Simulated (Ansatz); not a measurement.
```yaml
crystal:
  periodic: [false, false, false]
  atoms:
    - {symbol: C, position_ang: [-0.087459, 1.121945, -3.590619]}
    - {symbol: O, position_ang: [0.427953, 0.590214, -0.583941]}
    - {symbol: Si, position_ang: [-1.430016, -1.905196, 1.329306]}
    - {symbol: N, position_ang: [0.279091, -1.358306, 4.622659]}
    - {symbol: H, position_ang: [-0.733683, 3.417074, -3.905464]}
    - {symbol: H, position_ang: [-1.831961, -0.291419, -4.477911]}
    - {symbol: H, position_ang: [1.928042, 0.717785, -4.839133]}
    - {symbol: H, position_ang: [-0.256924, -2.513968, 6.434056]}
    - {symbol: H, position_ang: [1.899655, 0.119571, 4.973426]}
basis:
  gaussian: {orbitals: def2-SVPD}
hamiltonian: {xc: {name: revPBE}, dispersion: d3bjatm}
accuracy: high
```

```sh
$ ansatz run in.yaml --threads 4 --pin off --events-out ev --progress --plain --max-ram 10444MiB
```

It prints (some lines left out):

```
Functional definition: revPBE
2631 factors; integrals over basis functions are off by at most 5.7e-8 eV
mean field evaluation 1: about -12436.6777 eV, gradient 1.2e2 eV
mean field evaluation 2: about -11726.0197 eV, gradient 1.9e2 eV
mean field evaluation 4: about -12133.3821 eV, gradient 1.8e2 eV
mean field evaluation 8: about -12489.5385 eV, gradient 5.7e0 eV
mean field evaluation 16: about -12489.7048 eV, gradient 2.3e0 eV
mean field evaluation 32: about -12482.5519 eV, gradient 4.5e1 eV
mean field evaluation 64: about -12489.6185 eV, gradient 1.9e0 eV
mean field evaluation 96: about -12489.5987 eV, gradient 5.6e0 eV
mean field evaluation 128: about -12487.9970 eV, gradient 1.1e1 eV
mean field evaluation 160: about -12489.3792 eV, gradient 8.6e-1 eV
mean field evaluation 192: about -12489.4947 eV, gradient 4.3e0 eV
mean field -12489.72399307 eV, -458.9888909064 hartree, gradient 3.4e-8 eV, S^2 0.000000; 10 other end points of the search recorded, 0 dependent functions left out
reference -12489.72400029 eV, -458.9888911716 hartree; 20, 20 occupied and 107, 107 virtual orbitals, 2631 factors
Total energy: -12489.94617651 eV, -458.9970559970 hartree
```

Question: Something in this input is off. What?

Answer: The geometry is stretched to more than twice its size. Self-consistency was reached. The result belongs to that input, not to the molecule as meant.
